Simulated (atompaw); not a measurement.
u(r) = r·R(r): atom against pseudo-atom (Gd (Z = 64))

Columns: radius, all-electron u(r) and pseudo u(r) of the 6s shell (level -4.15 eV) of gadolinium in the configuration [Kr] 4d10 4f7 5s2 5p6 5d1 6s2 6p0; PBEsol, scalar-relativistic, PAW (atompaw) scheme, atompaw 4.2.0.5.

```csv
r (bohr),all-electron,pseudo
0.115,-0.0241,-0.0649
0.231,-0.0719,-0.1270
0.346,0.1108,-0.1821
0.462,0.1586,-0.2283
0.577,0.0692,-0.2625
0.692,-0.0624,-0.2834
0.808,-0.1749,-0.2897
0.923,-0.2423,-0.2811
1.038,-0.2643,-0.2580
1.154,-0.2480,-0.2210
1.269,-0.2039,-0.1725
1.385,-0.1409,-0.1139
1.500,-0.0682,-0.0487
1.615,0.0085,0.0206
1.731,0.0857,0.0920
1.846,0.1589,0.1616
1.962,0.2274,0.2283
2.077,0.2889,0.2891
2.192,0.3437,0.3437
2.308,0.3919,0.3919
2.423,0.4328,0.4328
2.538,0.4675,0.4675
2.654,0.4963,0.4963
2.769,0.5195,0.5195
2.885,0.5378,0.5378
3.000,0.5514,0.5514
```

Q: How many radial nodes do the two functions have?

A: The all-electron 6s function has n − l − 1 = 5 (the table is too coarse to show those close to the nucleus); the pseudo-wave has 1, since 1 lower shell of the same l stays in the valence.

Q: At about which radius was the pseudo-wave matched?

A: 2.35 bohr. The columns agree to 0.0005 from 2.08 bohr on; several derivatives are matched, so the curves merge somewhat inside the radius.

Q: Is the pseudo-wave norm-conserving?

A: No, it belongs to a PAW set: the norm inside the radius is not constrained, and the difference is carried by the augmentation charge.
